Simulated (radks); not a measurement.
Polarisability of the molybdenum ion Mo2+, [Kr] 4d4, at imaginary frequency. Method: non-relativistic Kohn-Sham, LB94 model potential, spin-unpolarised, spherical densities, point nucleus; relativity is left out, which matters for an element this heavy; computed with a radial shooting solver on a logarithmic mesh with Libxc functionals. Response by self-consistent Sternheimer equations with the Hartree and adiabatic LDA kernel.

w (hartree)  alpha1(iw) (bohr^3)
0.00266                    9.211
0.0143                     9.205
0.0360                     9.172
0.0697                     9.067
0.118                      8.818
0.186                      8.337
0.280                      7.564
0.413                      6.526
0.605                      5.312
0.892                      4.015
1.35                       2.727
2.12                       1.579
3.59                      0.7334
6.94                      0.2608
17.5                     0.06298

Static values: alpha1 = 9.212 bohr^3 (1.365 angstrom^3; uncoupled 13.35). C6 = 48.98, triple-dipole C9 = 306.5 atomic units. One-pole (London) frequency 4 C6 / (3 alpha1^2) = 0.770 hartree, against 1.023 for minus the highest occupied eigenvalue.
